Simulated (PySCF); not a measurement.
Ge(H)(Cl)2(Me) (CH4Cl2Ge), SMILES [Cl][GeH]([CH3])[Cl]. Atoms are numbered in the order given.

```xyz
8

Ge     0.3708    -0.2862     0.0000
C     -0.5507    -1.9816     0.0000
Cl    -0.2434     0.8320     1.7401
Cl    -0.2434     0.8320    -1.7401
H      1.9027    -0.3313     0.0000
H     -0.2777    -2.5536     0.8982
H     -0.2777    -2.5536    -0.8982
H     -1.6345    -1.8021     0.0000
```
Charge 0, spin multiplicity 1.

Geometry: PBE0-D3(BJ)/def2-SVP.

Two levels are set side by side: PBE/pcSseg-1 (PySCF) and PBE0/pcSseg-1 (PySCF). GIAO shifts against GeH4 (⁷³Ge), HCl (³⁵Cl), TMS (¹H), TMS (¹³C) at the same level; non-relativistic, no solvent, atoms listed together averaged. Without spin–orbit terms, shifts of atoms bonded to Cl or Br come out too high at both levels. Differences are taken from unrounded values.

```json
[
 {"quantity": "δ(⁷³Ge) of Ge1 (ppm)", "PBE": "486.4"},
 {"quantity": "δ(¹³C) of C2 (ppm)", "PBE": "14.7"},
 {"quantity": "δ(³⁵Cl) of Cl3, Cl4 (ppm)", "PBE": "97.5"},
 {"quantity": "δ(¹H) of H5 (ppm)", "PBE": "6.84"}
]
```

Problem. These are the PBE values. What does PBE0 give? (An estimate is asked for; the answer gives what the named calculation found.)

Solution. 
```tsv
quantity	PBE0	PBE minus PBE0
δ(⁷³Ge) of Ge1 (ppm)	453.1	33.3
δ(¹³C) of C2 (ppm)	12.4	2.3
δ(³⁵Cl) of Cl3, Cl4 (ppm)	62.1	35.3
δ(¹H) of H5 (ppm)	6.54	0.30
```

Rough cost on one machine, each run with all the roots and properties that it gave: PBE0 against PBE within a factor of 2.
